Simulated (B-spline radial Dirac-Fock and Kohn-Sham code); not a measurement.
## L-shell conversion coefficients of Ru against transition energy

These are calculated numbers from a radial B-spline solver; the model is a Dirac-Hartree-Slater potential of the neutral atom with a Latter tail (no hole, which puts coefficients of high multipoles low close above an edge), finite nucleus with surface currents. Subshells within 1 keV of threshold and pair formation are left out.

| energy (keV) | E1 | E3 | E4 | M2 | M3 | M5 |
| --- | --- | --- | --- | --- | --- | --- |
| 10.6 | 9.59 | 2.71e+06 | 3.15e+08 | 7860 | 2.59e+06 | 4.27e+10 |
| 12.7 | 5.75 | 911000 | 9.56e+07 | 3370 | 820000 | 1.00e+10 |
| 13.9 | 4.45 | 529000 | 5.24e+07 | 2220 | 464000 | 4.85e+09 |
| 20 | 1.58 | 58900 | 4.52e+06 | 418 | 48900 | 2.62e+08 |
| 23.7 | 0.968 | 21200 | 1.43e+06 | 194 | 17500 | 6.78e+07 |
| 50 | 0.111 | 244 | 8640 | 7.52 | 239 | 202000 |
| 58.3 | 0.0709 | 98.7 | 3030 | 3.95 | 103 | 63500 |
| 58.9 | 0.0688 | 93.0 | 2820 | 3.79 | 97.6 | 58800 |
| 62.5 | 0.0578 | 65.7 | 1890 | 2.96 | 70.9 | 37700 |
| 70.1 | 0.0413 | 33.7 | 865 | 1.85 | 38.5 | 16100 |
| 84.2 | 0.0241 | 11.8 | 251 | 0.883 | 14.8 | 4220 |
| 100 | 0.0146 | 4.46 | 79.6 | 0.447 | 6.16 | 1230 |
| 117 | 0.00919 | 1.87 | 28.3 | 0.243 | 2.82 | 408 |
| 123 | 0.00794 | 1.42 | 20.4 | 0.201 | 2.21 | 289 |
| 130 | 0.00675 | 1.06 | 14.2 | 0.163 | 1.69 | 197 |
| 200 | 0.00195 | 0.112 | 0.939 | 0.0335 | 0.225 | 11.3 |
| 209 | 0.00172 | 0.0899 | 0.719 | 0.0287 | 0.185 | 8.54 |
| 225 | 0.00139 | 0.0626 | 0.462 | 0.0221 | 0.133 | 5.37 |
| 365 | 0.000373 | 0.00682 | 0.0307 | 0.00438 | 0.0176 | 0.302 |
| 500 | 0.000169 | 0.00192 | 0.00652 | 0.00165 | 0.00529 | 0.0556 |
| 523 | 0.000152 | 0.00162 | 0.00531 | 0.00144 | 0.00448 | 0.0442 |
| 600 | 0.000110 | 0.000984 | 0.00291 | 0.000963 | 0.00275 | 0.0223 |
| 685 | 8.18e-05 | 0.000626 | 0.00169 | 0.000659 | 0.00174 | 0.0119 |
| 727 | 7.19e-05 | 0.000516 | 0.00133 | 0.000558 | 0.00142 | 0.00906 |
| 954 | 4.11e-05 | 0.000227 | 0.000501 | 0.000267 | 0.000596 | 0.00279 |
| 1000 | 3.75e-05 | 0.000199 | 0.000428 | 0.000236 | 0.000516 | 0.00230 |
| 1850 | 1.28e-05 | 4.38e-05 | 7.38e-05 | 5.27e-05 | 9.20e-05 | 0.000249 |
| 1860 | 1.27e-05 | 4.33e-05 | 7.28e-05 | 5.21e-05 | 9.08e-05 | 0.000245 |
| 2000 | 1.13e-05 | 3.70e-05 | 6.09e-05 | 4.42e-05 | 7.54e-05 | 0.000195 |

Task: How fast do they fall between 1850 and 2000 keV?

Result: As powers of the energy: E1 E^-1.57, E3 E^-2.17, E4 E^-2.47, M2 E^-2.27, M3 E^-2.55, M5 E^-3.16. Within one type (E or M) the higher multipoles fall faster.
